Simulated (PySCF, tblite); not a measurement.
Compound: C5H14NPSi.
Z-matrix (Å and degrees, GFN2-xTB geometry), rows numbered from 1:
```
C 
C   1  1.3217
P   2  1.8268  1  118.47
C   3  1.8429  2  102.23  1   150.02
C   3  1.8369  2  105.37  1   -99.05
C   5  1.5208  3  115.55  2   -55.39
N   3  1.5622  2  116.94  1    19.02
Si  7  1.7159  3  128.64  2    70.15
H   1  1.0787  2  123.30  3  -179.89
H   1  1.0797  2  119.46  3    -0.44
H   2  1.0822  1  122.30  3   179.13
H   4  1.0873  3  112.50  2    50.44
H   4  1.0895  3  108.13  2   172.21
H   4  1.0894  3  107.79  2   -70.41
H   5  1.0938  3  105.01  2    67.32
H   5  1.0935  3  105.91  2  -179.30
H   6  1.0876  5  111.04  3   -63.58
H   6  1.0887  5  110.13  3   176.89
H   6  1.0882  5  110.76  3    57.25
H   8  1.4722  7  112.32  3    68.39
H   8  1.4736  7  114.18  3   -52.48
H   8  1.4605  7  103.40  3  -172.35
```

Method used: PBE0/pcSseg-1 in PySCF (dipole) on a GFN2-xTB geometry, gas phase.

Take the most abundant isotopes and a rigid rotor. The values belong to one conformer with, in the numbering `[CH2:1]=[CH:2][P@@:3]([CH3:4])([CH2:5][CH3:6])=[N:7][SiH3:8]`, C1–C2–P3–C4 150°, C2–P3–C5–C6 -55°.

(1) Give the principal moments of inertia and the rotational constants in GHz.

(2) What kind of rotor is it?

(3) Is it planar, by Δ = Ic − Ia − Ib?

(4) Give the other two planar moments, Paa and Pbb, and the rms extents of the mass along the axes.

(5) Give the coordinates in the principal-axis frame, origin at the centre of mass.

(6) List the rotational levels J(Ka,Kc) to J = 5 (MHz).

(7) Which types of transition are allowed, and where do some lines up to J = 4 fall?

(8) Estimate the classical rotational partition function at 10 K, 25 K and 298.15 K.

## Answers

(1) Ia = 254.84, Ib = 528.91, Ic = 613.90 u·Å²; 505379 MHz·u·Å²/I gives 1983, 955.5 and 823.2 MHz, that is A = 1.9831, B = 0.9555, C = 0.8232 GHz.

(2) An asymmetric top; Ray's κ = -0.772.

(3) Not planar: Δ = Ic − Ia − Ib = -169.85 u·Å². For a rigid frame Δ = −2 Σ m c², so Σ m c² = 84.93 u·Å² lies off the ab plane: 24.78 from hydrogen and 60.15 from heavier atoms. The atom farthest from that plane is 2.34 Å away.

(4) Paa = Σ m a² = (Ib + Ic − Ia)/2 = 443.99 and Pbb = Σ m b² = (Ia + Ic − Ib)/2 = 169.92 u·Å². With the mass M = 147.06 u, the rms extents √(P/M) along a, b and c are 1.74, 1.07, 0.76 Å.

(5) The sense of each axis is arbitrary; atoms in the order of the calculation.
| atom | mass (u) | a (Å) | b (Å) | c (Å) |
| --- | --- | --- | --- | --- |
| C1 | 12.000 | -0.014 | 2.520 | -0.054 |
| C2 | 12.000 | -0.644 | 1.548 | 0.582 |
| P3 | 30.974 | -0.302 | -0.178 | 0.091 |
| C4 | 12.000 | -0.565 | -1.093 | 1.669 |
| C5 | 12.000 | -1.689 | -0.653 | -1.016 |
| C6 | 12.000 | -3.083 | -0.484 | -0.431 |
| N7 | 14.003 | 1.014 | -0.439 | -0.709 |
| Si8 | 27.977 | 2.637 | -0.359 | -0.157 |
| H9 | 1.008 | -0.156 | 3.565 | 0.173 |
| H10 | 1.008 | 0.687 | 2.276 | -0.838 |
| H11 | 1.008 | -1.340 | 1.740 | 1.388 |
| H12 | 1.008 | -1.513 | -0.846 | 2.140 |
| H13 | 1.008 | -0.520 | -2.160 | 1.454 |
| H14 | 1.008 | 0.253 | -0.837 | 2.342 |
| H15 | 1.008 | -1.561 | -0.037 | -1.911 |
| H16 | 1.008 | -1.500 | -1.690 | -1.306 |
| H17 | 1.008 | -3.228 | -1.136 | 0.427 |
| H18 | 1.008 | -3.835 | -0.737 | -1.176 |
| H19 | 1.008 | -3.247 | 0.546 | -0.118 |
| H20 | 1.008 | 2.955 | -1.431 | 0.800 |
| H21 | 1.008 | 2.984 | 0.905 | 0.515 |
| H22 | 1.008 | 3.418 | -0.514 | -1.381 |

(6) Above 0(0,0):
J = 1: 1(0,1) 1779, 1(1,1) 2806, 1(1,0) 2939
J = 2: 2(0,2) 5324, 2(1,2) 6232, 2(1,1) 6628, 2(2,1) 9711, 2(2,0) 9723
J = 3: 3(0,3) 10613, 3(1,3) 11362, 3(1,2) 12155, 3(2,2) 15047, 3(2,1) 15107, 3(3,1) 20523, 3(3,0) 20524
J = 4: 4(0,4) 17614, 4(1,4) 18190, 4(1,3) 19509, 4(2,3) 22153, 4(2,2) 22326, 4(3,2) 27660, 4(3,1) 27665, 4(4,1) 35297, 4(4,0) 35297
J = 5: 5(0,5) 26293, 5(1,5) 26708, 5(1,4) 28673, 5(2,4) 31020, 5(2,3) 31408, 5(3,3) 36588, 5(3,2) 36607, 5(4,2) 44217, 5(4,1) 44217, 5(5,1) 54036, 5(5,0) 54036
The levels of one J sum to (2J + 1)J(J + 1)(A + B + C)/3.

(7) The dipole components are |μa| = 3.73 D, |μb| = 0.90 D, |μc| = 1.79 D. The squared components, which scale the intensities, stand as 1.00 : 0.06 : 0.23 (a : b : c). Some lines, for components of 0.1 D or more:

| type | branch | J(Ka,Kc) | MHz | lower level (cm⁻¹) |
| --- | --- | --- | --- | --- |
| a | R | 1(0,1) ← 0(0,0) | 1779 | 0.000 |
| b | R | 3(1,2) ← 2(2,1) | 2444 | 0.324 |
| a | R | 2(1,2) ← 1(1,1) | 3425 | 0.094 |
| b | Q | 3(2,2) ← 3(1,3) | 3685 | 0.379 |
| b | R | 2(1,2) ← 1(0,1) | 4453 | 0.059 |
| a | R | 3(0,3) ← 2(0,2) | 5289 | 0.178 |
| b | Q | 4(3,2) ← 4(2,3) | 5507 | 0.739 |
| a | R | 3(1,2) ← 2(1,1) | 5527 | 0.221 |
| a | R | 4(0,4) ← 3(0,3) | 7001 | 0.354 |
| a | R | 4(1,3) ← 3(1,2) | 7353 | 0.405 |
| c | Q | 4(4,1) ← 4(3,1) | 7632 | 0.923 |
| b | Q | 4(4,0) ← 4(3,1) | 7632 | 0.923 |
| b | Q | 4(4,1) ← 4(3,2) | 7636 | 0.923 |
| b | R | 3(2,2) ← 2(1,1) | 8419 | 0.221 |
| b | R | 4(2,3) ← 3(1,2) | 9998 | 0.405 |
| c | R | 4(2,2) ← 3(1,2) | 10171 | 0.405 |
| b | R | 4(3,2) ← 3(2,1) | 12554 | 0.504 |
| c | R | 4(3,1) ← 3(2,1) | 12558 | 0.504 |

(8) Point group C1, symmetry number σ = 1; q = (√π/σ)·√((kT/h)³/(ABC)), k/h = 20836.6 MHz/K: 4270 at 10 K, 16900 at 25 K, 695000 at 298.15 K.

Its GFN2-xTB frequencies are all real (lowest 37 cm⁻¹). No vibrational averaging or centrifugal distortion is included, and the geometry carries the error of its method. A rigid rotor knows nothing of internal rotation, which can split or shift real lines. Quadrupole hyperfine structure (14N) is left out.
